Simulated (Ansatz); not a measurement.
Cd5NiSe4Cl4⁺, relaxed as a doublet with UKS r2SCAN-D4/def2-SVP in Ansatz, starting from the r2SCAN-D4/def2-SVP geometry of the neutral triplet. Force threshold 0.03 eV/Å.

In the def2 sets Cd takes a core potential; there is no spin–orbit coupling. The relaxed charge 1 doublet is spin-contaminated (final ⟨S²⟩ up to 1.58, 0.75 for a pure state).

Start:

```xyz
14

Se   -1.253    1.852    2.188
Se    0.155   -2.778    0.897
Se    1.756    1.107   -0.790
Se   -2.363    0.085   -2.272
Ni    0.945    1.668    1.297
Cd    2.309   -1.289    0.247
Cd   -0.683   -0.720    2.229
Cd   -2.484    1.078    0.092
Cd   -1.460   -1.778   -0.767
Cd   -0.035    1.349   -2.650
Cl    1.912    0.194    2.740
Cl    4.415   -2.305    0.100
Cl   -3.298   -1.196    1.224
Cl    0.083    2.733   -4.535
```

```tsv
step	energy (eV)	largest force component (eV/Å)	SCF passes
1	-375313.5673	0.261	105
2	-375313.6291	0.166	61
3	-375313.6614	0.120	60
4	-375313.7055	0.210	55
5	-375313.7423	0.333	52
6	-375313.7791	0.418	48
7	-375313.8193	0.394	46
8	-375313.8616	0.304	48
9	-375313.9001	0.212	45
10	-375313.9325	0.127	44
11	-375313.9546	0.057	45
14	-375313.9871	0.155	41
17	-375314.0138	0.133	40
20	-375314.0271	0.067	44
23	-375314.0331	0.113	44
26 (rejected)	-375314.0355	0.113	42
29	-375314.0413	0.102	45
32	-375314.0718	0.228	43
35	-375314.2009	0.248	42
38	-375314.4731	0.316	41
41	-375314.6486	0.178	41
44	-375314.6877	0.051	42
45	-375314.6896	0.025	45
```

Force components are those of the run's own axes.

End:

Cartesian coordinates in Å:
```
Se -1.104 1.413 2.522
Se 0.098 -2.844 0.203
Se 1.755 2.473 -0.375
Se -2.460 0.873 -2.091
Ni 1.098 1.596 1.653
Cd 2.040 -1.305 -0.452
Cd -0.687 -1.118 1.985
Cd -2.606 1.144 0.457
Cd -1.493 -1.472 -1.341
Cd 0.067 1.418 -1.973
Cl 2.023 -0.332 2.309
Cl 3.708 0.344 -0.932
Cl -3.239 -1.348 0.933
Cl 0.800 -0.842 -2.900
```

Bonds lost: Se3–Cd6 (atoms count from 1). Bonds formed: Cd6–Cl14, Cd9–Cl14 (atoms count from 1).

No frequencies were taken in this run, so the end may be a saddle point.

Hardware: 2 threads of AMD EPYC 7R13 on a shared host and a share (18 GiB) of an NVIDIA H100 80GB HBM3. Wall time 8.1 min, peak host memory 1.2 GiB.
